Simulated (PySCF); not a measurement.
MnF3: one-bond stretch

All numbers come from PySCF, UB3LYP, basis Mn def2-SVP, F def2-SVP (no relativity, density fitting).

Rigid scan from the quintet minimum (Mn–F 1.720 Å, Mn–F 1.740 Å (×2); F–Mn–F 106.2° (×2), F–Mn–F 147.7°). Coordinate: the bond from Mn to the last atom (F) scaled, the rest fixed. Energies in kJ/mol from the minimum.

| scale of one bond | E (kJ/mol) | dipole size (D) | ⟨S²⟩ |
| --- | --- | --- | --- |
| 0.92 | 33.1 | 1.81 | 6.02 |
| 0.96 | 7.2 | 1.56 | 6.03 |
| 1.00 | 0.0 | 1.41 | 6.03 |
| 1.05 | 8.4 | 1.34 | 6.03 |
| 1.12 | 39.8 | 1.44 | 6.04 |
| 1.20 | 89.6 | 1.71 | 6.06 |
| 1.35 | 189.5 | 1.98 | 6.19 |
| 1.55 | 289.6 | – | 6.47 |
| 1.80 | 359.0 | – | 6.68 |
| 2.20 | 401.9 | – | 6.83 |

Spin contamination is strong at 1.55, 1.80, 2.20, so these points are less reliable.

With open d or f shells other occupations or spin states may lie lower.

Other isomers or separated fragments may lie lower.
